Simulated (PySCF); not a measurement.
Job file and geometry (Å, from GFN2-xTB) of an NMR shielding run on SMILES C(/C[SiH2]C=C)(C)=C\SC, C₇H₁₄SSi, GIAO PBE0/pcSseg-1 NMR shielding, non-relativistic, gas phase (PySCF); density fitting, a coarse starting grid and PySCF grid level 2 are the driver's defaults:

```
$ OMP_NUM_THREADS=1 python probes_run.py task.json out

{"job": {"kind": "nmr", "xc": "PBE0", "basis": "pcSseg-1"}, "charge": 0, "multiplicity": 1}
C      3.051724     0.180491     1.690044
C      2.120892     0.516461     0.810724
Si     2.167701     0.110187    -1.025628
C      0.603423    -0.920032    -1.435221
C     -0.646538    -0.203540    -1.038936
C     -1.166504     0.817283    -1.999615
C     -1.220254    -0.440690     0.137394
S     -2.642857     0.401401     0.756742
C     -3.060726    -0.716880     2.126551
H      2.981023     0.426907     2.739197
H      3.937137    -0.359770     1.395353
H      1.253103     1.060665     1.166640
H      3.354070    -0.687510    -1.354817
H      2.167570     1.351825    -1.810463
H      0.668578    -1.875213    -0.912430
H      0.581297    -1.132578    -2.503997
H     -1.240076     0.394940    -3.001359
H     -0.489264     1.669974    -2.045773
H     -2.146659     1.171329    -1.688209
H     -0.822735    -1.168254     0.828028
H     -3.264767    -1.709902     1.735966
H     -2.240545    -0.744239     2.839239
H     -3.950344    -0.315074     2.600649
```

Problem. Write the output of this run.

Solution. 
```
coarse grid: 19536 points
cycle   1  E = -962.0334713846  dE =  7.978e-01  |g| = 4.641e-01  |ddm| = 4.333e+00
cycle   2  E = -962.0260963609  dE =  7.375e-03  |g| = 4.959e-01  |ddm| = 9.438e-01
cycle   3  E = -962.0908713153  dE = -6.477e-02  |g| = 8.505e-02  |ddm| = 5.676e-01
cycle   4  E = -962.0924558210  dE = -1.585e-03  |g| = 4.052e-02  |ddm| = 1.319e-01
cycle   5  E = -962.0928600042  dE = -4.042e-04  |g| = 9.127e-03  |ddm| = 4.207e-02
cycle   6  E = -962.0928805412  dE = -2.054e-05  |g| = 3.361e-03  |ddm| = 1.525e-02
cycle   7  E = -962.0928831891  dE = -2.648e-06  |g| = 7.196e-04  |ddm| = 3.600e-03
final grid: 177336 points
cycle   8  E = -962.1499863748  dE = -4.323e-05  |g| = 1.028e-02  |ddm| = 3.760e-02
cycle   9  E = -962.1499720733  dE =  1.430e-05  |g| = 1.259e-02  |ddm| = 2.127e-02
cycle  10  E = -962.1500133424  dE = -4.127e-05  |g| = 1.482e-03  |ddm| = 1.338e-02
cycle  11  E = -962.1500138902  dE = -5.477e-07  |g| = 3.426e-04  |ddm| = 1.789e-03
cycle  12  E = -962.1500139165  dE = -2.631e-08  |g| = 1.292e-04  |ddm| = 5.005e-04
cycle  13  E = -962.1500139207  dE = -4.227e-09  |g| = 3.047e-05  |ddm| = 1.694e-04
cycle  14  E = -962.1500139209  dE = -2.124e-10  |g| = 7.572e-06  |ddm| = 3.484e-05
converged SCF energy = -962.1500139209

GIAO shielding tensors (ppm)
atom      isotropic    diamagn.    paramagn.     s11        s22        s33       span
  0 C       44.601     252.029    -207.429    -79.395     50.322    162.875    242.271
  1 C       45.195     262.610    -217.416    -77.976     30.836    182.724    260.700
  2 Si     395.460     881.549    -486.089    355.521    399.508    431.351     75.830
  3 C      158.723     253.069     -94.347    140.831    149.769    185.567     44.736
  4 C       52.149     262.373    -210.225    -54.650     51.762    159.335    213.985
  5 C      165.324     247.927     -82.603    149.771    161.353    184.847     35.076
  6 C       57.723     261.510    -203.787    -28.590     92.117    109.641    138.230
  7 S      515.887    1058.728    -542.841    364.158    472.299    711.204    347.046
  8 C      165.289     251.048     -85.758    145.886    162.714    187.268     41.382
  9 H       25.334      30.155      -4.821     21.835     24.622     29.544      7.709
 10 H       25.532      29.629      -4.097     21.821     24.763     30.011      8.189
 11 H       25.134      36.130     -10.997     21.631     24.342     29.429      7.797
 12 H       27.499      30.053      -2.553     24.203     25.615     32.680      8.477
 13 H       27.199      29.793      -2.593     23.746     26.386     31.467      7.721
 14 H       29.651      33.727      -4.075     25.763     29.010     34.181      8.418
 15 H       30.096      31.962      -1.866     25.947     28.902     35.439      9.492
 16 H       30.173      29.470       0.704     25.912     28.096     36.511     10.599
 17 H       29.829      30.944      -1.115     25.590     28.792     35.104      9.514
 18 H       29.408      31.135      -1.727     23.474     31.202     33.549     10.075
 19 H       26.486      38.787     -12.301     23.175     24.652     31.631      8.456
 20 H       29.396      29.861      -0.464     24.258     27.422     36.510     12.252
 21 H       29.324      31.751      -2.427     23.944     28.013     36.015     12.071
 22 H       29.753      28.257       1.496     24.791     26.563     37.904     13.112
```

Problem. Turn these shieldings into chemical shifts. Referencing at the same level of theory: ¹³C (186.93 ppm), ²⁹Si (349.16 ppm), ¹H (31.72 ppm) against TMS; CS2 for ³³S (503.73 ppm).

Solution. Averaging equivalent atoms: C 0: 142.3; C 1: 141.7; C 4: 134.8; C 6: 129.2; C 3: 28.2; C 8: 21.6; C 5: 21.6; Si 2: -46.3; S 7: -12; H 11: 6.58; H 9: 6.38; H 10: 6.19; H 19: 5.23; H 12/13: 4.37; H 20/21/22: 2.23; H 16/17/18: 1.91; H 14/15: 1.84 ppm. 

Size and cost of the density-fitted run: 237 basis functions, 2.4 min wall time on 1 thread of an Intel Xeon, shared host; peak memory 1.1 GiB.
